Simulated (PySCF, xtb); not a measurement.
C3H6ClFSi, SMILES Cl/C(=C\[SiH2]F)C.

GFN2-xTB in xtb at its own geometry gives an orbital gap of 4.18 eV and a dipole moment of 1.97 D.

Coordinates come from a B3LYP-D3(BJ)/def2-SVP optimisation. The structure was generated by enumeration; whether it is a known compound was not checked. The values are those of a single conformer.

### Question
What does CAM-B3LYP/def2-TZVP run with PySCF give? (An estimate is asked for; the answer gives what the named calculation found.)

### Answer
gap 9.23 eV (levels -8.97 and 0.26 eV), dipole 2.44 D.
